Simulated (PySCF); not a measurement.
H$_{3}$O$_{4}$S (SMILES O=S(=O)(O)[OH2+]), charge +1, singlet, at a GFN2-xTB geometry; R2SCAN/6-311G** (PySCF).

Here is a job for PySCF.
```python
from pyscf import gto, scf, dft

mol = gto.M(
    atom='''
O    -0.92927765   -1.10107103    0.47038150
S    -0.30648471    0.06577188    0.03592323
O    -0.28177496    1.30990163    0.67380737
O    -0.16040338    0.13618090   -1.48192162
O     1.51509703   -0.43530633    0.32634646
H     0.02738105    0.99314564   -1.88232251
H     2.02118500    0.06891685    0.99495602
H     1.70606114   -1.39205371    0.40368493
''',
    basis='6-311g**',
    charge=1,
    verbose=4,
)

mf = dft.RKS(mol)
mf.xc = 'r2scan'
mf.kernel()
```

Q: Write the output that PySCF gives for this input, abridged.

A: 
```
PySCF version 2.14.0

[INPUT] verbose = 4
[INPUT] num. atoms = 8
[INPUT] num. electrons = 50
[INPUT] charge = 1
[INPUT] spin (= nelec alpha-beta = 2S) = 0
[INPUT] symmetry False subgroup None
[INPUT] Mole.unit = angstrom
[INPUT] Symbol           X                Y                Z      unit          X                Y                Z       unit  Magmom
[INPUT]  1 O     -0.929277650000  -1.101071030000   0.470381500000 AA   -1.756080252179  -2.080722690393   0.888892209062 Bohr   0.0
[INPUT]  2 S     -0.306484710000   0.065771880000   0.035923230000 AA   -0.579172163267   0.124290839898   0.067885066210 Bohr   0.0
[INPUT]  3 O     -0.281774960000   1.309901630000   0.673807370000 AA   -0.532477503160   2.475355330821   1.273311390013 Bohr   0.0
[INPUT]  4 O     -0.160403380000   0.136180900000  -1.481921620000 AA   -0.303118457655   0.257344604397  -2.800425999872 Bohr   0.0
[INPUT]  5 O      1.515097030000  -0.435306330000   0.326346460000 AA    2.863118438842  -0.822609743990   0.616705431121 Bohr   0.0
[INPUT]  6 H      0.027381050000   0.993145640000  -1.882322510000 AA    0.051742685503   1.876773261406  -3.557074022004 Bohr   0.0
[INPUT]  7 H      2.021185000000   0.068916850000   0.994956020000 AA    3.819486097079   0.130233971868   1.880194383787 Bohr   0.0
[INPUT]  8 H      1.706061140000  -1.392053710000   0.403684930000 AA    3.223988306363  -2.630600262585   0.762853958314 Bohr   0.0

nuclear repulsion = 295.311093940924
number of shells = 56
number of NR pGTOs = 193
number of NR cGTOs = 116
basis = 6-311g**
ecp = {}

******** <class 'pyscf.dft.rks.RKS'> ********
method = RKS
initial guess = minao
damping factor = 0
level_shift factor = 0
DIIS = <class 'pyscf.scf.diis.CDIIS'>
diis_start_cycle = 1
diis_space = 8
diis_damp = 0
SCF conv_tol = 1e-09
SCF conv_tol_grad = None
SCF max_cycles = 50
direct_scf = True
direct_scf_tol = 1e-13
XC library pyscf.dft.libxc version 7.1.2
    S. Lehtola, C. Steigemann, M. J. T. Oliveira, and M. A. L. Marques,  SoftwareX 7, 1–5 (2018)
XC functionals = r2scan
    J. W. Furness, A. D. Kaplan, J. Ning, J. P. Perdew, and J. Sun,  J. Phys. Chem. Lett. 11, 8208–8215 (2020)
    J. W. Furness, A. D. Kaplan, J. Ning, J. P. Perdew, and J. Sun,  J. Phys. Chem. Lett. 11, 9248–9248 (2020)
    J. W. Furness, A. D. Kaplan, J. Ning, J. P. Perdew, and J. Sun,  J. Phys. Chem. Lett. 11, 8208–8215 (2020)
    J. W. Furness, A. D. Kaplan, J. Ning, J. P. Perdew, and J. Sun,  J. Phys. Chem. Lett. 11, 9248–9248 (2020)
radial grids:
    Treutler-Ahlrichs [JCP 102, 346 (1995); DOI:10.1063/1.469408] (M4) radial grids

becke partition: Becke, JCP 88, 2547 (1988); DOI:10.1063/1.454033
pruning grids: <function nwchem_prune>
grids dens level: 3
symmetrized grids: False
atomic radii adjust function: <function treutler_atomic_radii_adjust>
small_rho_cutoff = 0
Set gradient conv threshold to 3.16228e-05
Initial guess from minao.
tot grids = 104632
init E= -702.143076732681
  HOMO = -0.421402250445854  LUMO = -0.08797086017988  gap/eV = 9.07313
cycle= 1 E= -700.102194780191  delta_E= 2.04  |g|= 1.37  |ddm|= 2.62
  HOMO = -0.429309258367384  LUMO = -0.303784347142622  gap/eV = 3.41571
cycle= 2 E= -699.046032911307  delta_E= 1.06  |g|= 2.77  |ddm|= 2.84
  HOMO = -0.53965493017544  LUMO = -0.280718988309743  gap/eV = 7.04601
cycle= 3 E= -700.377625448931  delta_E= -1.33  |g|= 0.505  |ddm|= 2.16
  HOMO = -0.53897131985619  LUMO = -0.299693114992089  gap/eV = 6.51109
cycle= 4 E= -700.419147257159  delta_E= -0.0415  |g|= 0.184  |ddm|= 0.402
  HOMO = -0.547917833518355  LUMO = -0.304751550375441  gap/eV = 6.61689
cycle= 5 E= -700.424876070879  delta_E= -0.00573  |g|= 0.0422  |ddm|= 0.114
  HOMO = -0.544964184620742  LUMO = -0.299796008017287  gap/eV = 6.67137
cycle= 6 E= -700.425124795443  delta_E= -0.000249  |g|= 0.0215  |ddm|= 0.0358
  HOMO = -0.54400935211876  LUMO = -0.299300826957434  gap/eV = 6.65886
cycle= 7 E= -700.42520365547  delta_E= -7.89e-05  |g|= 0.00709  |ddm|= 0.0158
  HOMO = -0.544430421283358  LUMO = -0.299480106534697  gap/eV = 6.66544
cycle= 8 E= -700.425211495559  delta_E= -7.84e-06  |g|= 0.00324  |ddm|= 0.00555
  HOMO = -0.544573156324811  LUMO = -0.29952474558951  gap/eV = 6.66811
cycle= 9 E= -700.425213435917  delta_E= -1.94e-06  |g|= 0.000269  |ddm|= 0.00203
  HOMO = -0.544554769349359  LUMO = -0.299500888897683  gap/eV = 6.66826
cycle= 10 E= -700.425213446423  delta_E= -1.05e-08  |g|= 5.72e-05  |ddm|= 0.000194
  HOMO = -0.544555660294586  LUMO = -0.299505389376635  gap/eV = 6.66816
cycle= 11 E= -700.425213447041  delta_E= -6.18e-10  |g|= 4.98e-06  |ddm|= 4.43e-05
  HOMO = -0.544554639065845  LUMO = -0.299504812659224  gap/eV = 6.66815
Extra cycle  E= -700.425213447037  delta_E= 3.18e-12  |g|= 5.64e-06  |ddm|= 6.86e-06
converged SCF energy = -700.425213447037
```
